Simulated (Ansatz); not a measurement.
Gas-phase electronic energies from Ansatz, PBE0-D4/def2-TZVP geometries. CCSD(T)/CBS adds triple-zeta CCSD(T) − MP2 to the extrapolated MP2 energy (def2 sets, frozen cores). This one scheme is used for every species. DFT in def2-TZVPP. No spin–orbit coupling; open shells (•) take unrestricted orbitals. Elements past krypton have def2 core potentials. For In outer-core shells are correlated without core-valence functions, which leaves a few kJ/mol of doubt a bond. Each species was taken in one conformer, which may not be the lowest.

Consider the hydrogen abstraction from the O–H bond: `[OH][InH][Cl]` + `[OH]`• → `[O][InH][Cl]`• + H₂O.

`[OH][InH][Cl]`:

Cartesian coordinates in Å:
```
O -0.835 0.103 -1.255
In 0.528 0.255 0.156
Cl -0.083 -1.052 1.991
H -1.552 -0.481 -0.994
H 1.941 1.175 0.102
```

`[OH]`•:

```xyz
2

O     0.374   -0.027   -0.310
H    -0.374    0.027    0.310
```

`[O][InH][Cl]`•:

Z-matrix (Å, degrees):
```
In
O 1 1.994
Cl 1 2.316 2 109.0
H 1 1.691 2 126.7 3 -180.0
```

H₂O:

Cartesian coordinates in Å:
```
O 0.265 0.217 -0.184
H -0.648 0.069 -0.440
H 0.382 -0.286 0.624
```

CCSD(T)/CBS gives -0.01 eV.

Another level gave -0.01 eV. Which?
A. SCS-MP2/def2-TZVPP
B. B97M-V/def2-TZVPP
C. BLYP/def2-TZVPP
D. HF/def2-TZVPP

D. HF/def2-TZVPP -0.01, B97M-V -0.08, SCS-MP2/def2-TZVPP 0.06, BLYP -0.14 eV.

What do rigid-rotor, harmonic-oscillator terms from PBE0-D4/def2-TZVP frequencies (298.15 K, 1 bar) make of the CCSD(T)/CBS value? (An estimate is asked.)

The calculation gave: ΔZPE = +0.03 eV, ΔH = +0.03 eV, ΔS = 5 J/(mol·K), ΔG = +0.01 eV. Open shells count their whole term as degenerate.

Largest T1 diagnostic among the species: 0.017.

From PBE to PBE0 (25 % exact exchange), in def2-TZVPP and without D4, ΔE moves by +0.06 eV. Leaving LDA and LC-ωPBE aside and taking each functional with its dispersion term where it has one, the values, not all of them listed here, spread over 0.14 eV, from BLYP-D4 to PBE-QIDH.
